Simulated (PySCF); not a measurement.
C4H12O3Sn, SMILES [CH2]([Sn]([OH])([OH])[OH])CCC.

Coordinates come from a PBE0-D3(BJ)/def2-SVP optimisation. The isomer is the one that the SMILES or the coordinates give; other isomers of the formula were not compared. The def2 effective core potentials stand for the cores of Sn; spin–orbit coupling is left out. One conformer was computed; it need not be the lowest.

All values below come from TDDFT-LC-ωPBE/def2-SVP run with PySCF 2.14.0.

Vertical excitations. Gas-phase values at a fixed geometry.

Computed UV-visible absorptions:
```json
[
 {"state": "S1", "energy (eV)": "6.91", "λ (nm)": "179", "f": "0.200", "main pairs": "HOMO→LUMO 71 %, HOMO−3→LUMO 13 %"},
 {"state": "S2", "energy (eV)": "7.02", "λ (nm)": "177", "f": "0.036", "main pairs": "HOMO−2→LUMO 38 %, HOMO−1→LUMO 31 %"},
 {"state": "S3", "energy (eV)": "7.03", "λ (nm)": "176", "f": "0.032", "main pairs": "HOMO−1→LUMO 38 %, HOMO−2→LUMO 32 %"},
 {"state": "S4", "energy (eV)": "8.11", "λ (nm)": "153", "f": "0.106", "main pairs": "HOMO−5→LUMO 54 %, HOMO−1→LUMO 13 %"},
 {"state": "S5", "energy (eV)": "8.13", "λ (nm)": "152", "f": "0.108", "main pairs": "HOMO−6→LUMO 38 %, HOMO−4→LUMO 17 %, HOMO−2→LUMO 13 %"},
 {"state": "S6", "energy (eV)": "8.24", "λ (nm)": "150", "f": "0.147", "main pairs": "HOMO−3→LUMO 31 %, HOMO→LUMO 16 %, HOMO−1→LUMO+2 14 %, HOMO−2→LUMO+1 13 %"},
 {"state": "S7", "energy (eV)": "8.82", "λ (nm)": "141", "f": "0.023", "main pairs": "HOMO→LUMO+1 57 %"},
 {"state": "S8", "energy (eV)": "8.84", "λ (nm)": "140", "f": "0.134", "main pairs": "HOMO−1→LUMO+2 17 %, HOMO−10→LUMO 17 %, HOMO→LUMO+1 13 %, HOMO−3→LUMO 11 %"},
 {"state": "S9", "energy (eV)": "8.88", "λ (nm)": "140", "f": "0.021", "main pairs": "HOMO→LUMO+2 71 %"},
 {"state": "S10", "energy (eV)": "9.24", "λ (nm)": "134", "f": "0.031", "main pairs": "HOMO−1→LUMO+1 41 %, HOMO−2→LUMO+2 27 %"},
 {"state": "T1", "energy (eV)": "5.94", "λ (nm)": "209", "f": "0", "main pairs": "HOMO→LUMO 82 %"},
 {"state": "T2", "energy (eV)": "6.29", "λ (nm)": "197", "f": "0", "main pairs": "HOMO−2→LUMO 64 %, HOMO−1→LUMO 15 %"},
 {"state": "T3", "energy (eV)": "6.30", "λ (nm)": "197", "f": "0", "main pairs": "HOMO−1→LUMO 63 %, HOMO−2→LUMO 15 %"},
 {"state": "T4", "energy (eV)": "7.02", "λ (nm)": "177", "f": "0", "main pairs": "HOMO−6→LUMO 33 %, HOMO−5→LUMO 17 %, HOMO−4→LUMO 15 %, HOMO→LUMO+2 6 %"}
]
```
Triplets are in the Tamm–Dancoff approximation, which puts them higher than full response would, so one can lie above its singlet here.
